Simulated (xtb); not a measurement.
H6PSi2 (SMILES [SiH3][P][SiH3]), doublet, geometry from GFN2-xTB. Base run: GFN2-xTB in xtb 6.7.1.

The xtb input:
```
$ xtb mol.xyz --gfn 2 --uhf 1 --json

# file mol.xyz
9

Si     1.71516953    -0.02407226     0.40586516
P     -0.01171265    -0.32688551    -0.96401839
Si    -1.70604912     0.27861140     0.34479646
H      2.90877293    -0.43611419    -0.32837985
H      1.82873691     1.38396675     0.79412636
H      1.57325971    -0.83041285     1.62069765
H     -1.80072187    -0.60210178     1.51167243
H     -2.91838096     0.16796599    -0.46241631
H     -1.54366261     1.65643084     0.81531288
```

Each row names what was changed in the base input (with any setting that the change needs).

```tsv
change	ΔE vs base (kJ/mol)	dipole (D)	G_solv (kcal/mol)	SCF cycles
base	0.00	1.66	-	13
alpb = ch2cl2	-11.99	1.91	-3.05	12
gbsa = methanol	-14.71	2.00	-3.85	12
etemp = 10000	-163.8	1.87	-	14
file = coord	0.00	1.66	-	13
alpb = water	3.84	2.22	-0.06	14
etemp = 3000	-9.80	1.78	-	13
gbsa = water	3.19	2.02	0.40	12
```

ALPB and GBSA are two models with their own fitted parameters for each solvent, which aren't always the measured dielectric constant.
